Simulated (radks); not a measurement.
The bromine ion Br5+, [Ar] 3d10 4s2. Method: non-relativistic Kohn-Sham, exchange-only B88, spin-polarised, spherical densities, point nucleus; computed with a radial shooting solver on a logarithmic mesh with Libxc functionals. Every spin shell is full or empty, so the densities are truly spherical. Functionals are evaluated on that one density, not self-consistently. Rank these exchange functionals by their error against the exact value of the orbitals, and give that value: LDA, PBEsol, PW91, PW86, OPTX, B86b, EV93, revTPSS, Tao-Mo.

Answer. Exact: -87.6464 hartree. From best to worst, with 100 (|E| - |E exact|)/|E exact| (equal figures are ties): PW91 +0.09, PW86 +0.14, B86b +0.15, EV93 +0.17, Tao-Mo -0.60, revTPSS -0.74, OPTX +0.95, PBEsol -2.50, LDA -5.60.
